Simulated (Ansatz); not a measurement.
C₃H₉GaO₂, SMILES `C[CH](C)[Ga]([OH])[OH]`. Total charge 0; spin multiplicity 1.

| atom | x (Å) | y (Å) | z (Å) |
| --- | --- | --- | --- |
| C1 | -0.2258 | -1.5717 | -0.5150 |
| C2 | -0.3071 | -0.3416 | 0.3810 |
| C3 | -1.6043 | 0.4317 | 0.1627 |
| Ga4 | 1.2801 | 0.8238 | 0.1716 |
| O5 | 1.4801 | 2.4478 | 0.8874 |
| O6 | 2.7340 | 0.4061 | -0.7788 |
| H7 | -0.2219 | -1.2994 | -1.5749 |
| H8 | 0.6719 | -2.1656 | -0.3234 |
| H9 | -1.0898 | -2.2272 | -0.3563 |
| H10 | -0.2787 | -0.6723 | 1.4268 |
| H11 | -2.4735 | -0.2110 | 0.3437 |
| H12 | -1.6926 | 1.2944 | 0.8281 |
| H13 | -1.6877 | 0.8003 | -0.8640 |
| H14 | 0.7316 | 2.7386 | 1.4110 |
| H15 | 2.6836 | -0.4537 | -1.2000 |

(1) What are the harmonic wavenumbers in cm⁻¹ at PBE0-D4/def2-TZVP (Ansatz, finite differences of forces, unscaled)? (Best estimate.)

Results:

(1) The calculation gave: 15, 93, 126, 194, 235, 242, 257, 268, 306, 362, 384, 524, 687, 701, 803, 842, 901, 923, 985, 1000, 1120, 1184, 1239, 1329, 1397, 1415, 1476, 1490, 1494, 1500, 3025, 3026, 3029, 3088, 3090, 3109, 3111, 3912, 3914.
